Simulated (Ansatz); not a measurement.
Consider the redistribution: `C=C([SiH3])[SiH2]O` + `[OH][SnH2][CH2][SiH3]` → `O[SiH2][SnH2][OH]` + `C=C([SiH3])C[SiH3]`.

Calculated with Ansatz (gas phase, PBE0-D4/def2-TZVP geometries, no zero-point term in ΔE). CCSD(T)/CBS is the MP2 limit (def2-TZVPP, def2-QZVPP) plus CCSD(T) − MP2 in def2-TZVPP, frozen cores. DFT in def2-TZVPP. B3LYP here is the variant with VWN-RPA as its local correlation; programs differ in this. Elements past krypton have def2 core potentials. For Sn outer-core shells are correlated without core-valence functions, which leaves a few kJ/mol of doubt a bond. One conformer a species, not always the lowest.

| level | ΔE (kJ/mol) | difference from CCSD(T)/CBS |
| --- | --- | --- |
| PBE-D4 | 11.8 | -20.6 |
| r2SCAN-D4 | 22.7 | -9.7 |
| PBE0-D4 | 16.8 | -15.6 |
| B3LYP-D4 | 19.5 | -12.9 |
| ωB97X-V | 25.3 | -7.1 |
| ωB97M-V | 28.9 | -3.5 |
| B2PLYP | 26.9 | -5.5 |
| PBE | 11.6 | -20.8 |
| r2SCAN | 22.9 | -9.5 |
| PBE0 | 16.8 | -15.6 |
| B3LYP | 19.1 | -13.3 |
| HF/def2-TZVPP | 31.9 | -0.5 |
| MP2/def2-TZVPP | 37.6 | 5.2 |
| SCS-MP2/def2-TZVPP | 36.4 | 4.0 |
| CCSD/def2-TZVPP | 33.4 | 1.0 |
| CCSD(T)/def2-TZVPP | 34.0 | 1.6 |
| HF/def2-QZVPP | 32.3 | -0.1 |
| MP2/def2-QZVPP | 36.8 | 4.4 |
| SCS-MP2/def2-QZVPP | 35.7 | 3.3 |
| HF/CBS(def2) | 32.4 | 0.0 |
| MP2/CBS(def2) | 36.0 | 3.6 |
| CCSD/CBS(def2) | 31.8 | -0.6 |
| CCSD(T)/CBS | 32.4 | 0 |

Largest T1 diagnostic among the species: 0.014.

From PBE to PBE0 (25 % exact exchange), in def2-TZVPP and without D4, ΔE moves by +5.2 kJ/mol.
